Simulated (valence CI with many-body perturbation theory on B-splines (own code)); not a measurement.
**Tc X: E2, E3, M1, M2 decay**

Calculated by configuration interaction combined with many-body perturbation theory (CI+MBPT): six valence electrons over a frozen Dirac-Fock core [Ar] 3d10, radial functions for each j: 9 s, 9 p, 8 d, 6 f, 3 g, 1 h, with the one-electron correlation potential Σ1, the two-electron term Σ2, the three-electron term Σ3, Breit, model QED; selected CI, second order for the rest, scaled by the run's own slope (own B-spline code, finite nucleus).

No measured spectrum was set against this ion. As an estimate, levels hold to about 250 cm⁻¹ or 0.2 % of their energy and the worst to 1 %, as in measured heavy ions of charge 2 to 7; those with d or f electrons hold less well. Among the levels kept, up to 1500 cm⁻¹ of a level comes from second order outside the variational space, and about a tenth of that is noise between levels of different J, which matters for small intervals.

Lines 1 to 41 of 41 in falling wavelength, among levels below 472140 cm⁻¹, chosen from the decays that carry over 1 % of a level's rate. Wavelengths and rates use the calculated energies, so an error of 700 cm⁻¹ moves a line at 2106 nm by 15 % and its rate by three times that or more. Electric multipoles are in the length gauge, E1 and E2 with the static RPA response of the core. Weak lines are less certain than strong ones. Lines between different terms over intervals too small for the method are left out, as are lines whose strength nearly cancels. Branching is blank where the lifetime is uncertain.

Names give the largest LS component (configuration and term), which can be under half, so a name can repeat, a term be missing and a line seem to break the LS rules; names also repeat where a configuration has a term twice. Letters in brackets count levels of one name in rising energy.

```tsv
λ vac (nm)	Upper	Lower	Type	A (s⁻¹)	Branch %
2106	4s2 4p3 4d 3F°_4 [b]	4s2 4p3 4d 3G°_3	M1	1.82e+00	
1701	4s2 4p3 4d 3F°_4 [a]	4s2 4p3 4d 3F°_3 [a]	M1	2.74e+00	
1637	4s2 4p3 4d 3G°_5	4s2 4p3 4d 3F°_4 [b]	M1	1.83e+00	
1626	4s2 4p4 3P_1	4s2 4p4 3P_0	M1	3.15e+00	1.0
863.7	4s2 4p3 4d 1G°_4	4s2 4p3 4d 3G°_3	M1	4.57e+00	
761.0	4s2 4p3 4d 3F°_4 [b]	4s2 4p3 4d 3F°_3 [a]	M1	3.59e+00	
747.9	4s2 4p3 4d 3G°_5	4s2 4p3 4d 3F°_4 [a]	M1	1.55e+01	
696.0	4s2 4p3 4d 3F°_4 [a]	4s2 4p3 4d 3D°_3 [a]	M1	1.87e+01	
628.1	4s2 4p4 1D_2	4s2 4p4 3P_1	M1	7.21e+00	2.2
535.7	4s2 4p4 3P_0	4s2 4p4 3P_2	E2	1.87e-01	100.0
402.9	4s2 4p4 3P_1	4s2 4p4 3P_2	M1	2.99e+02	98.8
283.6	4s2 4p3 4d 3F°_4 [c]	4s2 4p3 4d 1G°_4	M1	8.20e+01	4.9
278.9	4s2 4p3 4d 3F°_4 [a]	4s2 4p3 4d 5D°_4	M1	1.34e+02	
278.0	4s2 4p3 4d 3F°_4 [c]	4s2 4p3 4d 3G°_5	M1	1.49e+02	9.0
245.5	4s2 4p4 1D_2	4s2 4p4 3P_2	M1	3.14e+02	97.0
237.6	4s2 4p3 4d 3F°_4 [c]	4s2 4p3 4d 3F°_4 [b]	M1	2.06e+02	12.4
231.9	4s2 4p3 4d 3F°_4 [b]	4s2 4p3 4d 5D°_4	M1	9.27e+01	
217.6	4s2 4p3 4d 3F°_4 [b]	4s2 4p3 4d 5D°_3	M1	2.95e+01	
213.5	4s2 4p3 4d 3F°_4 [c]	4s2 4p3 4d 3G°_3	M1	4.28e+01	2.6
203.1	4s2 4p3 4d 3G°_5	4s2 4p3 4d 5D°_4	M1	2.89e+01	
203.1	4s2 4p3 4d 3G°_5	4s2 4p3 4d 5D°_4	E2	1.00e+00	
202.6	4s2 4p3 4d 3F°_4 [c]	4s2 4p3 4d 3F°_4 [a]	M1	3.07e+02	18.4
200.2	4s2 4p3 4d 1G°_4	4s2 4p3 4d 5D°_4	M1	5.69e+01	
189.4	4s2 4p3 4d 1G°_4	4s2 4p3 4d 5D°_3	M1	2.46e+01	
181.1	4s2 4p3 4d 3F°_4 [c]	4s2 4p3 4d 3F°_3 [a]	M1	1.92e+01	1.2
173.4	4s2 4p4 1S_0	4s2 4p4 3P_1	M1	2.58e+03	98.8
156.9	4s2 4p3 4d 3F°_4 [c]	4s2 4p3 4d 3D°_3 [a]	M1	1.66e+02	10.0
117.4	4s2 4p3 4d 3F°_4 [c]	4s2 4p3 4d 5D°_4	M1	3.57e+02	21.4
113.6	4s2 4p3 4d 3F°_4 [c]	4s2 4p3 4d 5D°_3	M1	4.73e+01	2.8
97.22	4s2 4p3 4d 5D°_4	4s 4p5 3P°_2	E2	3.24e+00	
72.09	4s2 4p3 4d 3F°_4 [a]	4s 4p5 3P°_2	E2	2.87e+01	
68.50	4s2 4p3 4d 3F°_4 [b]	4s 4p5 3P°_2	E2	2.25e+00	
65.44	4s2 4p3 4d 1G°_4	4s 4p5 3P°_2	E2	6.44e+00	
53.17	4s2 4p3 4d 3F°_4 [c]	4s 4p5 3P°_2	E2	2.55e+02	15.3
28.43	4s2 4p3 4d 3F°_4 [a]	4s2 4p4 1D_2	M2	6.69e+01	
28.04	4s2 4p3 4d 5D°_4	4s2 4p4 3P_2	M2	6.13e+01	
27.85	4s2 4p3 4d 3F°_4 [b]	4s2 4p4 1D_2	M2	1.26e+01	
27.33	4s2 4p3 4d 1G°_4	4s2 4p4 1D_2	M2	2.56e+01	
27.33	4s2 4p3 4d 1G°_4	4s2 4p4 1D_2	E3	2.27e+00	
24.64	4s2 4p3 4d 3G°_5	4s2 4p4 3P_2	E3	3.18e+00	
24.59	4s2 4p3 4d 1G°_4	4s2 4p4 3P_2	M2	5.35e+00
```
